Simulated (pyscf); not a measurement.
# `[AgH]`, singlet

Gas-phase minimum from PySCF at ωB97X-D3(BJ)/def2-SVP, one conformer. 

```xyz
2

Ag     0.6226    -0.2148    -0.4724
H      1.7558     0.9580    -0.4107
```

Bonds (Å): Ag1–H2 1.632.

Properties at ωB97X-D3(BJ)/def2-SVP:

```yaml
harmonic_wavenumbers_unscaled: 1774 cm⁻¹
zero_point_energy: 2.5 kcal/mol
rotational_symmetry_number: 1
Entropy of this conformer at 298 K and 1 atm, rigid rotor and harmonic oscillator, modes under 100 cm⁻¹ raised to 100: 204.6 J/(mol K)
dipole_moment: 3.42 D
```

Single-point totals, which compare only within one level (frozen core for MP2 and CC):

```tsv
level	total energy (hartree)
ωB97X-D3(BJ)/def2-TZVP	-147.60466
PBE/def2-TZVP	-147.57197
r²SCAN/def2-TZVP	-147.60668
B3LYP-D3(BJ)/def2-TZVP	-147.61868
PBE0-D3(BJ)/def2-TZVP	-147.55058
M06-2X/def2-TZVP	-147.47546
ωB97M-D3(BJ)/def2-TZVP	-147.56295
HF/def2-TZVPP	-146.65990
MP2/def2-TZVPP	-147.35258
CCSD/def2-TZVPP	-147.32440
CCSD(T)/def2-TZVPP	-147.34522
```

The CCSD(T) − MP2 part came from Ansatz, without density fitting, on the same reference. The frozen core leaves the outer d or s,p core shells of the metals and heavy elements correlated in the MP2 and CC values, and def2-TZVPP describes them poorly, so these totals are far from the basis limit. Elements past Kr carry the def2 core potentials, without spin-orbit coupling.
